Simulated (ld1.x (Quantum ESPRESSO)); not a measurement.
Varying the ultrasoft potential for Zn

Base potential:

```json
{
  "Element": "Zn",
  "Generator": "ld1.x (Quantum ESPRESSO) 7.5",
  "Type": "ultrasoft",
  "Functional": "PBE",
  "Relativity": "scalar-relativistic",
  "Frozen core": "[Ne]",
  "Valence charge": "20",
  "Reference configuration": "3s2 3p6 3d10 4s1 4p1",
  "Partial waves": "3s (bound): rcut 0.90, rcutus 0.95 bohr; 4s (bound): rcut 0.90, rcutus 0.95 bohr; 3p (bound): rcut 1.00, rcutus 1.40 bohr; 4p (bound): rcut 1.00, rcutus 1.40 bohr; 3d (bound): rcut 0.95, rcutus 1.15 bohr; 3d channel at 1.15 Ry: rcut 0.95, rcutus 1.15 bohr",
  "Local potential": "all-electron potential smoothed inside 0.80 bohr (lloc = -1)",
  "Core correction": "none",
  "Augmentation charge": "built from norm-conserving waves at rcut, not smoothed further"
}
```

Cutoffs, loose and tight: the cutoffs (Ry, on a coarse ladder) from which the occupation-weighted sum of valence levels, in a spherical-Bessel basis at the reference potential, stays within 10 and 1 mRy of its value at 400 Ry. They do not see the model core or the augmentation charge, which bear on the density cutoff. Test errors are all-electron minus pseudo excitation energies from the reference, over the configurations 3s2 3p6 3d10 4s2 4p0; 3s2 3p6 3d10 4s1 4p0; 3s2 3p6 3d10 4s0 4p0; 3s1 3p6 3d10 4s2 4p0; 3s2 3p6 3d9 4s0 4p0; 3s2 3p6 3d10 4s1.5 4p0; 3s2 3p6 3d10 4s0 4p2. A dash means not determined; rows that change the core or the reference have their own tests. The largest error is taken over the tests solved by every variant that gives reliable tests at all: 3s1 3p6 3d10 4s2 4p0; 3s2 3p6 3d10 4s1 4p0; 3s2 3p6 3d10 4s2 4p0.

Cutoffs are not given where the Bessel-basis levels miss the radial ones by over 6 mRy, ghosts where they miss by over 20 mRy; a channel whose overlap is not positive is not tested.

A file whose overlap is not positive is unfit for use, and its test errors describe a broken file.

| change | outcome | cutoff, loose | cutoff, tight | bound ghosts | largest test error (meV) |
| --- | --- | --- | --- | --- | --- |
| base | generated, overlap not positive | – | – | not determined (overlap not positive) | -3514 |
| all radii scaled by about 0.82 (s 0.78, p 1.16, d 0.94 bohr, rcut 0.74/0.82/0.78); local potential all-electron potential smoothed inside 0.66 bohr (lloc = -1) | generated, overlap not positive | – | – | not determined (overlap not positive) | +82 |
| local potential all-electron potential smoothed inside 1.60 bohr (lloc = -1) | failed: chargeps: negative rho | – | – | – | – |
| core correction a·sin(br)/r model core inside 0.96 bohr | generated, overlap not positive | – | – | not determined (overlap not positive) | -3514 |
| wave 3d channel at 1.15 Ry: rcut 0.95, rcutus 1.15 bohr becomes 3d channel at -0.54 Ry: rcut 0.95, rcutus 1.15 bohr | generated, overlap not positive | – | – | not determined (overlap not positive) | -3513 |
| fully relativistic | generated, overlap not positive | – | – | not determined (overlap not positive) | -3475 |

(1) What comes out with this change to the base: type TM semilocal; waves now 3p (bound): rc 1.40 bohr; 3d (bound): rc 1.15 bohr; 3s (bound): rc 0.95 bohr; local potential the s channel?

Answers

(1) outcome: generated, misses its reference levels by 0.50 eV; cutoff, loose: 200 Ry; cutoff, tight: over 300 Ry; bound ghosts: none; largest test error (meV): +828.
